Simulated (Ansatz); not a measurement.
**Worked example: CHBr2F + C2HF3O → CH2Br2 + C2F4O**

Species: CHBr2F (dibromofluoromethane) `FC(Br)Br`, singlet; C2HF3O `FC1OC1(F)F`, singlet; CH2Br2 (dibromomethane) `BrCBr`, singlet; C2F4O `FC1(F)OC1(F)F`, singlet. The partners trade F for H; both sit on C, so the bond types are kept.

Shapes, held fixed at every level: PBE0-D4/def2-TZVP. Programs: Ansatz 0.2.0. The zero-point and thermal change to 298 K, harmonic and unscaled (PBE0-D4/def2-TZVP), is -0.4 kJ/mol.

At CCSD(T)/def2-TZVPP; 1 Eh = 2625.50 kJ/mol:

| species | energy (Eh) |
| --- | --- |
| CHBr2F | -5283.774106 |
| C2HF3O | -450.977873 |
| CH2Br2 | -5184.644088 |
| C2F4O | -550.119954 |

Work out ΔH(298 K) of the reaction at this level.


1. Products less reactants: (-5184.644088) + (-550.119954) − [(-5283.774106) + (-450.977873)] = -0.012063 Eh = -31.7 kJ/mol.
2. With the thermal change: -31.7 + (-0.4) = -32.1 kJ/mol.

Other levels give -45.1 (HF/def2-SVP) to -27.4 kJ/mol (r2SCAN-D4/def2-TZVPP). No measured value is set beside it here. Relativity is left out for Br unless named. Correlated rows may include outer-core shells of Br, which these sets cover unevenly.
